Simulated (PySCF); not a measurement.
## How methods differ on the ionisation energy of Be+

Be+ [He] 2s1 (2S) → Be(2+) 1s2 (1S), as a difference of total energies. All numbers are calculated (PySCF 2.14, the non-relativistic Hamiltonian (point nucleus), in def2-TZVPPD (5s4p1d, 22 functions)). Correlated levels: valence and next inner shell: nothing frozen. The calculations carry no spin-orbit coupling.

```csv
method,ionisation energy (eV)
UHF,18.122
CCSD (valence and next inner shell),18.159
CCSD(T) (valence and next inner shell),18.160
CCSDT (valence and next inner shell),18.160
FCI (valence and next inner shell),18.160
```

Task: Estimate what SCS-MP2 (valence and next inner shell) gives.

Result: 18.149 eV, closest to CCSD (valence and next inner shell) among the rows shown.

Task: Estimate what MP2 (valence and next inner shell) gives.

Result: 18.156 eV, closest to CCSD (valence and next inner shell) among the rows shown.

Errors of the correlated levels include the incompleteness of this basis.

For comparison: 18.211 eV (measured; NIST Atomic Spectra Database, ionization energies).
